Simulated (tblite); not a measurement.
C₇H₁₁ (doublet state).
Atom-mapped SMILES: `[CH3:1][CH:2][CH2:3][CH2:4][C:5]1=[CH:6][CH2:7]1` (hydrogens: H8, H9, H10 on C1; H11 on C2; H12, H13 on C3; H14, H15 on C4; H16 on C6; H17, H18 on C7)
Bond orders are those of one Lewis drawing.

Computed with GFN2-xTB (tblite), gas phase: L-BFGS steps from a force-field or distance-geometry start until the largest atomic force falls under 0.01 eV/Å.

The end geometry, which sets the zero of energy:
```
atom  x, y, z in Å
C1     -2.9512   -0.1042   -0.6902
C2     -1.9460   -0.5975    0.2744
C3     -0.5370   -0.8083   -0.1091
C4      0.3232    0.4641    0.1156
C5      1.7138    0.2577   -0.2929
C6      2.6804   -0.4693   -0.7661
C7      3.0430    0.9491   -0.4265
H8     -3.9455   -0.4763   -0.4420
H9     -3.0183    0.9924   -0.6828
H10    -2.6995   -0.4088   -1.7051
H11    -2.1984   -0.5922    1.3219
H12    -0.0918   -1.6112    0.4850
H13    -0.4648   -1.0781   -1.1652
H14    -0.0985    1.2961   -0.4570
H15     0.2923    0.7477    1.1724
H16     3.0609   -1.3842   -1.1459
H17     3.1949    1.6710   -1.2231
H18     3.6338    1.1582    0.4600
```

Task: These geometries come from the run, each turned onto the end geometry. Order them by energy, lowest first.
A.
```
atom  x, y, z in Å
C1     -2.9781   -0.0517   -0.5823
C2     -1.9237   -0.6969    0.2348
C3     -0.5429   -0.8411   -0.2703
C4      0.2949    0.4453   -0.0206
C5      1.7200    0.2495   -0.2956
C6      2.7580   -0.4724   -0.5933
C7      3.0290    0.9887   -0.3732
H8     -3.9515   -0.1329   -0.1014
H9     -2.7701    1.0197   -0.7350
H10    -3.0431   -0.5053   -1.5755
H11    -2.0911   -0.8408    1.2927
H12    -0.0326   -1.6656    0.2338
H13    -0.5513   -1.0509   -1.3420
H14    -0.0813    1.2613   -0.6466
H15     0.1774    0.7526    1.0257
H16     3.2194   -1.3962   -0.8367
H17     3.2311    1.6286   -1.2260
H18     3.5273    1.3145    0.5349
```
B.
```
atom  x, y, z in Å
C1     -2.8564    0.0644   -0.5509
C2     -1.9291   -0.7877    0.2253
C3     -0.5224   -0.9307   -0.2037
C4      0.2416    0.4124   -0.0556
C5      1.6716    0.2670   -0.3171
C6      2.7239   -0.4424   -0.5915
C7      2.9625    1.0305   -0.4088
H8     -3.8034    0.1868   -0.0340
H9     -2.4293    1.0576   -0.7288
H10    -3.0527   -0.3721   -1.5366
H11    -2.2469   -1.2027    1.1638
H12    -0.0124   -1.6966    0.3834
H13    -0.4651   -1.2159   -1.2599
H14    -0.1779    1.1496   -0.7473
H15     0.0959    0.8042    0.9565
H16     3.2010   -1.3668   -0.7975
H17     3.1592    1.6557   -1.2736
H18     3.4314    1.3930    0.4996
```
C.
```
atom  x, y, z in Å
C1     -2.8406    0.0969   -0.5443
C2     -1.9503   -0.8691    0.1320
C3     -0.4757   -0.8459   -0.0294
C4      0.2269    0.5217    0.0389
C5      1.6489    0.3341   -0.2712
C6      2.6261   -0.4496   -0.6128
C7      2.9791    1.0028   -0.4759
H8     -3.7262    0.3108    0.0506
H9     -2.3349    1.0361   -0.7303
H10    -3.1979   -0.2861   -1.5072
H11    -2.3938   -1.8021    0.4526
H12    -0.0146   -1.4949    0.7189
H13    -0.1954   -1.2759   -1.0058
H14    -0.2057    1.2239   -0.6796
H15     0.1248    0.9701    1.0312
H16     3.0240   -1.4007   -0.8540
H17     3.1396    1.5971   -1.3713
H18     3.5572    1.3372    0.3811
```
D.
```
atom  x, y, z in Å
C1     -2.8176    0.1164   -0.5143
C2     -1.9352   -0.8344    0.1922
C3     -0.4674   -0.8239    0.0074
C4      0.2356    0.5237    0.0578
C5      1.6474    0.3341   -0.2724
C6      2.6251   -0.4499   -0.6284
C7      2.9692    1.0064   -0.4763
H8     -3.7348    0.3253    0.0455
H9     -2.3345    1.0558   -0.7571
H10    -3.1126   -0.3783   -1.4382
H11    -2.3454   -1.8361    0.2589
H12     0.0034   -1.5188    0.7110
H13    -0.3236   -1.2464   -0.9949
H14    -0.1950    1.2114   -0.6733
H15     0.1211    0.9843    1.0411
H16     2.9752   -1.4227   -0.8630
H17     3.1450    1.6166   -1.3573
H18     3.5354    1.3425    0.3846
```
E.
```
atom  x, y, z in Å
C1     -3.0305   -0.1295   -0.5985
C2     -1.9146   -0.6218    0.2359
C3     -0.5433   -0.7664   -0.2919
C4      0.3249    0.4822    0.0182
C5      1.7404    0.2621   -0.2864
C6      2.7460   -0.4938   -0.6084
C7      3.0747    0.9523   -0.3669
H8     -3.9897   -0.3504   -0.1333
H9     -2.9816    0.9593   -0.7402
H10    -3.0041   -0.5772   -1.5928
H11    -2.0490   -0.6542    1.3044
H12    -0.0466   -1.6268    0.1665
H13    -0.5607   -0.9150   -1.3733
H14    -0.0471    1.3360   -0.5566
H15     0.2322    0.7347    1.0803
H16     3.1618   -1.4338   -0.8714
H17     3.2930    1.6034   -1.2077
H18     3.5855    1.2448    0.5455
```

Result: E (0.010 eV), A (0.016 eV), B (0.042 eV), C (0.108 eV), D (0.217 eV).

In the order of the answer:

| step | E above end (eV) | largest force (eV/Å) | rms force component (eV/Å) | rms distance from end (Å) | rms bond change (Å) | bond most changed (Å) |
| --- | --- | --- | --- | --- | --- | --- |
| 90 | 0.010 | 0.03 | 0.009 | 0.198 | 0.001 | C1–H10 +0.002 |
| 76 | 0.016 | 0.14 | 0.038 | 0.233 | 0.002 | C1–H10 +0.005 |
| 60 | 0.042 | 0.07 | 0.026 | 0.353 | 0.003 | C1–H10 +0.007 |
| 12 | 0.108 | 0.17 | 0.055 | 0.512 | 0.006 | C1–H9 -0.016 |
| 5 | 0.217 | 0.48 | 0.147 | 0.530 | 0.009 | C3–C4 -0.031 |

What follows is the cost of the whole relaxation. Time: 1.2 s. Hardware: one thread of an Arm Neoverse N1, no GPU, shared host.
